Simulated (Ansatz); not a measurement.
Geometry optimisation, Ansatz 0.2.0, DFT LDA, scalar-relativistic, plane waves, PAW.

Input:

```yaml
crystal:
  lattice:
    - [7.398, 0.0, 0.0]
    - [-3.699, 6.406856, 0.0]
    - [0.0, 0.0, 11.0]
  atoms:
    - { symbol: C, position: [0.0, 0.0, 0.0909091] }
    - { symbol: C, position: [0.2222222, 0.1111111, 0.0909091] }
    - { symbol: C, position: [0.0, 0.3333333, 0.0909091] }
    - { symbol: C, position: [0.2222222, 0.4444444, 0.0909091] }
    - { symbol: C, position: [0.0, 0.6666667, 0.0909091] }
    - { symbol: C, position: [0.2222222, 0.7777778, 0.0909091] }
    - { symbol: C, position: [0.3333333, 0.0, 0.0909091] }
    - { symbol: C, position: [0.5555556, 0.1111111, 0.0909091] }
    - { symbol: C, position: [0.3333333, 0.3333333, 0.0909091] }
    - { symbol: C, position: [0.5555556, 0.4444444, 0.0909091] }
    - { symbol: C, position: [0.3333333, 0.6666667, 0.0909091] }
    - { symbol: C, position: [0.5555556, 0.7777778, 0.0909091] }
    - { symbol: C, position: [0.6666667, 0.0, 0.0909091] }
    - { symbol: C, position: [0.8888889, 0.1111111, 0.0909091] }
    - { symbol: C, position: [0.6666667, 0.3333333, 0.0909091] }
    - { symbol: C, position: [0.8888889, 0.4444444, 0.0909091] }
    - { symbol: C, position: [0.6666667, 0.6666667, 0.0909091] }
    - { symbol: C, position: [0.8888889, 0.7777778, 0.0909091] }
    - { symbol: Mg, position: [0.5936743, 0.2764958, 0.2890909] }
basis:
  ecutwfc: 420.0
kpoints:
  mp_grid: { grid: [2, 2, 1] }
hamiltonian:
  xc: lda
scf:
  occupations: { method: fermi_dirac, width: 0.02 }
  lower_state_search: "off"
relax:
  f_tol: 0.03
  max_steps: 60
  adjacent_minimum: "off"
```

Run as:

```bash
$ ansatz run input.yaml --threads 1 --pin off --max-ram 3072MiB --backend cpu --events-out ev --progress --plain --runs-dir out
```

Q: Where does it end, and by what steps?

A: The forces met the threshold. Limits of this set-up: coarse k mesh, slab without dipole correction. After 10 steps the energy has fallen by 0.147 eV; Mg19 moved furthest, 0.93 Å. Joined: C2–Mg19, C7–Mg19, C9–Mg19.

```json
{"step": "0", "energy less start (eV)": "0.0000", "largest force component (eV/Å)": "0.576", "accepted": "yes"}
{"step": "1", "energy less start (eV)": "-0.0320", "largest force component (eV/Å)": "0.315", "accepted": "yes"}
{"step": "2", "energy less start (eV)": "-0.0681", "largest force component (eV/Å)": "0.159", "accepted": "yes"}
{"step": "3", "energy less start (eV)": "-0.0894", "largest force component (eV/Å)": "0.200", "accepted": "yes"}
{"step": "4", "energy less start (eV)": "-0.1073", "largest force component (eV/Å)": "0.144", "accepted": "yes"}
{"step": "5", "energy less start (eV)": "-0.1211", "largest force component (eV/Å)": "0.133", "accepted": "yes"}
{"step": "6", "energy less start (eV)": "-0.1365", "largest force component (eV/Å)": "0.139", "accepted": "yes"}
{"step": "7", "energy less start (eV)": "-0.1388", "largest force component (eV/Å)": "0.110", "accepted": "yes"}
{"step": "8", "energy less start (eV)": "-0.1457", "largest force component (eV/Å)": "0.093", "accepted": "yes"}
{"step": "9", "energy less start (eV)": "-0.1473", "largest force component (eV/Å)": "0.035", "accepted": "yes"}
{"step": "10", "energy less start (eV)": "-0.1474", "largest force component (eV/Å)": "0.016", "accepted": "yes"}
```

```xyz
19
Lattice="7.3980 0.0000 0.0000 -3.6990 6.4069 0.0000 0.0000 0.0000 11.0000" Properties=species:S:1:pos:R:3
C 0.041 0.015 1.011
C 1.274 0.726 1.005
C -1.186 2.155 1.011
C 0.041 2.870 1.011
C -2.418 4.289 1.011
C -1.186 4.994 1.011
C 2.513 0.011 1.005
C 3.753 0.727 1.005
C 1.274 2.158 1.005
C 2.513 2.873 1.005
C 0.047 4.289 1.011
C 1.281 5.002 1.011
C 4.986 0.015 1.011
C 6.212 0.729 1.011
C 3.753 2.158 1.005
C 4.986 2.869 1.011
C 2.513 4.297 1.011
C 3.746 5.002 1.011
Mg 2.513 1.442 3.022
```

The run took 29 s on 1 thread of Intel(R) Xeon(R) 6975P-C (Granite Rapids) (shared host), peak memory 0.61 GiB.
